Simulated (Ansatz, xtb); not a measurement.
**Relative energy of two isomers of C2H3BF**

Structure I: `C=C[B]F`, a doublet. Structure II: `C=[C]BF`, a doublet. Both are isolated molecules in the gas phase, relaxed with B3LYP/6-31G*; the shapes shown needn't be the lowest conformers.

I (Å):

```yaml
atoms:
  - { symbol: C, position_ang: [0.5729, -0.0062, -1.4622] }
  - { symbol: C, position_ang: [-0.1472, 0.3533, -0.3857] }
  - { symbol: B, position_ang: [0.4359, 0.1968, 1.0457] }
  - { symbol: F, position_ang: [1.6516, -0.2898, 1.2463] }
  - { symbol: H, position_ang: [1.5768, -0.4131, -1.3570] }
  - { symbol: H, position_ang: [0.1992, 0.0876, -2.4812] }
  - { symbol: H, position_ang: [-1.1482, 0.7566, -0.5286] }
```

II (Å):

```xyz
7

C    -1.0740    3.4523    3.2440
C    -1.3906    2.8489    2.1350
B    -1.7987    2.1236    0.8818
F    -1.1450    2.3416   -0.2657
H    -0.3423    3.0401    3.9443
H    -2.7042    1.3434    0.8731
H    -1.5175    4.4083    3.5355
```

Q: Estimate which is lower in electronic energy at CCSD(T)/def2-SVP, and by roughly how much.

A: The CCSD(T)/def2-SVP calculation puts structure II lower, by 0.151 eV.

How the difference moves with the method:

```json
{"level": "B3LYP/6-31G*", "geometry": "B3LYP/6-31G*", "E(II) − E(I) (eV)": "−0.383", "departure from the last row (eV)": "−0.232", "job, with rough time for the two": "optimisation, 1.8 min"}
{"level": "HF/def2-SVP", "geometry": "B3LYP/6-31G*", "E(II) − E(I) (eV)": "−0.255", "departure from the last row (eV)": "−0.104", "job, with rough time for the two": "part of the CCSD(T) run"}
{"level": "MP2/def2-SVP", "geometry": "B3LYP/6-31G*", "E(II) − E(I) (eV)": "+0.017", "departure from the last row (eV)": "+0.168", "job, with rough time for the two": "part of the CCSD(T) run"}
{"level": "CCSD(T)/def2-SVP", "geometry": "B3LYP/6-31G*", "E(II) − E(I) (eV)": "−0.151", "departure from the last row (eV)": "", "job, with rough time for the two": "single point, 23 s"}
```

As drawn, II has 1 B–H in place of 1 C–H.

MP2/def2-SVP finds them nearly level. The largest departure from CCSD(T)/def2-SVP is that of B3LYP/6-31G*, 0.232 eV. Levels run at GFN2-xTB geometries aren't shown. MP2 in a larger basis moves the difference by −0.016 eV, a step that isn't added because spin contamination makes open-shell MP2 unreliable in this search.

With harmonic frequencies from B3LYP/6-31G* (ideal gas, rigid rotor, one conformer each, 298.15 K, 1 atm): the zero-point term adds −0.083 eV; ΔH is −0.230 and ΔG −0.223 eV.

Open shells are spin-unrestricted, with notable spin contamination under HF/def2-SVP, MP2/def2-SVP, CCSD(T)/def2-SVP. The correlated steps freeze 4 core orbitals. Programs: Ansatz 0.2.0; the last row on 1 thread of Arm Neoverse V1 on a shared host.
